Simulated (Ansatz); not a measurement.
Isolated molecules relaxed with PBE0-D4/def2-TZVP in Ansatz; ΔE leaves out vibrations. CCSD(T)/CBS is the MP2 limit (def2-TZVPP, def2-QZVPP) plus CCSD(T) − MP2 in def2-TZVPP, frozen cores. This one scheme is used for every species. One conformer a species, not always the lowest.

Consider the hydrogenolysis of the Si–O bond: `O[Si@H](Cl)[Si@H](F)Cl` + H₂ → `F[SiH](Cl)[SiH2]Cl` + H₂O.

```tsv
species	CCSD(T)/def2-TZVPP energy (Eh)
`O[Si@H](Cl)[Si@H](F)Cl`	-1674.46423
H₂	-1.17233
`F[SiH](Cl)[SiH2]Cl`	-1599.27041
H₂O	-76.33701
```

Q: Work out ΔE.

A: ΔE = (-1599.27041) + (-76.33701) − (-1674.46423) − (-1.17233) = 0.02914 Eh = +18.3 kcal/mol. CCSD(T)/CBS gives +18.4 kcal/mol.

Largest T1 diagnostic among the species: 0.011.

The D4 term adds +2.1 kcal/mol with B3LYP and +1.1 kcal/mol with PBE0; it sums over pairs of atoms, weighted by their polarisabilities, and B3LYP, whose exchange is more repulsive, gets the larger term. In def2-TZVPP, CCSD(T) changes the Hartree–Fock value by +2.1 kcal/mol (the triples alone add +0.8 kcal/mol) and MP2 by +3.8 kcal/mol.

B3LYP here is the variant with VWN-RPA as its local correlation; programs differ in this.
